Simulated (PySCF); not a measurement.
## TDDFT excited states: [CuN4]+

Species: [Cu(N2)2]+ (charge +1 and singlet state).
Geometry (PBE0-D3(BJ)/def2-SVP, Å), atoms numbered from 1 in this order:
```xyz
5
CuN4 angstrom
Cu    -0.0077   -0.0055    0.0000
N      0.0004    0.0086    1.9129
N      0.0094    0.0194    3.0102
N     -0.0044   -0.0106   -1.9128
N      0.0024   -0.0119   -3.0103
```

The calculation used TDDFT wB97X-D/def2-SVPD, vertical, gas phase, core orbitals frozen in the response in PySCF 2.14.0, density-fitted response routines.

```csv
state,E (eV),E (hartree),f,symmetry,"main configurations (H = HOMO, L = LUMO)"
S1,5.87,0.2157,0.027,Πu,H→L/L+1 (≥96%)
S2,5.87,0.2157,0.027,Πu,H→L/L+1 (≥96%)
S3,6.32,0.2322,0.0000,–,H-2/H-1→L/L+1 (≥87%)
S4,6.32,0.2322,0.0000,–,H-2/H-1→L/L+1 (≥87%)
S5,6.38,0.2343,0.0000,–,"H-3→L/L+1 (≥44%), H-4→L/L+1 (≥43%)"
S6,6.38,0.2344,0.0000,–,"H-3→L/L+1 (≥50%), H-4→L/L+1 (≥36%)"
S7,6.38,0.2344,0.0000,–,"H-4→L/L+1 (≥57%), H-3→L/L+1 (≥31%)"
S8,6.49,0.2384,0.017,Πu,H-2/H-1→L/L+1 (≥85%)
S9,6.49,0.2384,0.017,Πu,H-2/H-1→L/L+1 (≥85%)
S10,6.79,0.2497,0.0000,–,H→L+4 (82%)
S11,6.85,0.2516,0.0000,–,"H→L+3 (56%), H-3→L+4 (32%)"
S12,6.85,0.2516,0.0000,–,"H→L+2 (56%), H-4→L+4 (32%)"
S13,6.87,0.2524,0.0000,–,H-2/H-1→L+4 (≥92%)
S14,6.87,0.2524,0.0000,–,H-2/H-1→L+4 (≥92%)
```

Triplets (Tamm–Dancoff): T1 5.68 eV, H→L/L+1 (≥96%); T2 5.68 eV, H→L/L+1 (≥96%); T3 5.87 eV, H→L+4 (93%).

The lowest singlet level (S1/S2) lies at 5.87 eV (211 nm, ultraviolet) and is of moderate strength. The lowest level is also the most intense of those listed (f = 0.054 summed). S1/S2, S3/S4, S5/S6/S7, S8/S9, S11/S12 and S13/S14 lie within about 0.01 eV of each other in each set; the point group D∞h has degenerate representations, and within a degenerate level the listed configurations can mix freely. For S1 the Löwdin share of copper is 91% in HOMO and at most 18% in LUMO. Of the 14 states listed, 4 reach f = 0.01 and 10 stay under 0.0005. Orbital energies (eV): HOMO-3 -17.15, HOMO-2 -17.13, HOMO-1 -17.13, HOMO -16.47, LUMO -5.49, LUMO+1 -5.49, LUMO+2 -4.51. Weighted by f, the mean energy of these states is 6.10 eV. No computed singlet lies in the visible range (380 to 750 nm); the lowest, at 211 nm, stands 2.61 eV above its violet end (3.26 eV). All these states lie below the vertical ionisation energy of 17.29 eV (ΔSCF). Symmetry labels in D∞h follow from the direction of the transition dipole and are given only for states with f of 0.002 or more. Orbitals of the list HOMO-3 to LUMO+2 that lie within 0.01 eV of each other are written together with a slash and their weights summed (≥ marks a lower bound); for degenerate orbitals outside that list single weights are arbitrary. The window holds the lowest 15 singlets. The highest level found (6.95 eV, f 0.0009 so far) is left out, since the window may have cut off a degenerate partner.
